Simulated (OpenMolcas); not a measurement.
## Nb3+ in CaF2: curves along the breathing mode

Nb3+ with its 8 nearest fluoride ions, on the Ca site of CaF2 (a = 5.46294 Å, distance in the model lattice 2.366 Å). The rest of the host is ab initio model potentials to 7.6 Å and point charges beyond; the distance is set by hand and nothing relaxes, and no local charge compensation is placed. Ligand basis ANO-RCC-VDZP.

* Program: OpenMolcas
* Method: CASSCF
* Basis: ANO-RCC-VDZP [6s5p3d1f]
* Scalar Hamiltonian: DKH2, point nucleus
* Active space: 2 electrons in 5 orbitals (4d)
* State averaging: 2S+1 = 3 even, 10 roots; 2S+1 = 1 even, 15 roots
* Spin-orbit coupling: state interaction with AMFI integrals over the reference wave functions

Spin-free energies (labels of O, the rotations of Oh) in cm-1 above the lowest fitted minimum, as all ligands move together:

```csv
R (Å),3A2,1E,3T2,1A1,3T1,1T2,1T1
2.085,800,11770,24020,20990,31380,34660,37810
2.134,160,11140,20840,20190,28070,31510,34670
2.183,3000,13980,21450,22860,28520,32140,35320
2.232,8800,19780,25310,28470,32200,36010,39210
2.281,17130,28120,31960,36620,38630,42660,45880
2.33,27640,38630,41010,46940,47450,51700,54950
2.379,40030,51020,52130,59150,58320,62810,66080
```

Cubic fits give the following; the wavenumber is harmonic, with the mass of all moving ligands, small differences in it between states hang on the degree of the fit, a number in brackets counts states of one label, and the table is a selection of at most 14 states with clean curves.

| State | R0 (Å) | Breathing mode (cm-1) | Minimum (cm-1) |
| --- | --- | --- | --- |
| 3A2 | 2.117 | 569 | 0 |
| 1E | 2.117 | 569 | 10980 |
| 3T2 | 2.150 | 573 | 20680 |
| 1A1 | 2.120 | 567 | 20080 |
| 3T1 | 2.152 | 569 | 27850 |
| 1T2 | 2.150 | 572 | 31360 |
| 1T1 | 2.150 | 573 | 34520 |
| 3T1(2) | 2.178 | 579 | 43370 |
| 1E(2) | 2.180 | 575 | 52310 |
| 1T2(2) | 2.180 | 575 | 52520 |
| 1A1(2) | 2.178 | 576 | 69520 |

The minimum of 3T2 is shifted by +0.0330 Å against 3A2 (from the unrounded fits). With M = 152.0 u for the moving shell, the Huang-Rhys factor in this mode is S = M ω ΔR² / 2ħ = 0.01483 × 152.0 × 569 × 0.0330² = 1.40. Only the first shell moves, against a rigid host.

Without dynamic correlation the repulsion within the d shell is too large (B by tens of per cent), so at a given field states of lower spin stand too high. With metal d orbitals alone the field can be off either way by tens of per cent. Ligand-to-metal charge-transfer states are missing. With no ligand orbital active B as a rule stays too high, so bands that hang on it stand too high and its fall with covalency is understated. The least metal-like active orbital is 85 % on the metal (Löwdin) and no ligand orbital is active, so the numbers are rough (holds for R = 2.085). No measured value stands beside these numbers.
